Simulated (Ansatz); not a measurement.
One change: `CNB(C)O` becomes `CB(O)Br`.

Ansatz, PBE0-D4/def2-TZVP geometries, multiplicity 1. Each molecule was computed in one conformer, which needn't be the lowest.

Scalar relativity is left out up to krypton.

| property | `CNB(C)O` |
| --- | --- |
| HOMO–LUMO gap (PBE/def2-TZVPP) / eV | 5.64 |
| size of the dipole moment (PBE/def2-TZVPP) / D | 2.53 |
| HOMO–LUMO gap (ωB97M-V/def2-TZVPP) / eV | 11.54 |
| HOMO–LUMO gap (PBE0/def2-TZVPP) / eV | 7.85 |
| HOMO energy (PBE0/def2-TZVPP) / eV | -7.16 |
| HOMO energy (ωB97M-V/def2-TZVPP) / eV | -9.52 |

Problem. Give the same properties after the change, and the shifts. (Estimate.)

Solution. Ansatz gave: 
| property | `CB(O)Br` | shift |
| --- | --- | --- |
| HOMO–LUMO gap (PBE/def2-TZVPP) / eV | 5.94 | 0.30 |
| size of the dipole moment (PBE/def2-TZVPP) / D | 0.74 | -1.79 |
| HOMO–LUMO gap (ωB97M-V/def2-TZVPP) / eV | 12.56 | 1.02 |
| HOMO–LUMO gap (PBE0/def2-TZVPP) / eV | 8.26 | 0.41 |
| HOMO energy (PBE0/def2-TZVPP) / eV | -8.30 | -1.14 |
| HOMO energy (ωB97M-V/def2-TZVPP) / eV | -10.55 | -1.03 |

With PBE0 the HOMO falls by 1.14 eV and the LUMO falls by 0.72 eV, so the gap widens by about 0.42 eV. PBE moves the HOMO by -1.20 eV and ωB97M-V by -1.03 eV. Dipoles are sizes alone; their direction can turn.

Spin–orbit coupling is left out; it splits and shifts lone-pair levels of the heavy atoms by tenths of an eV.
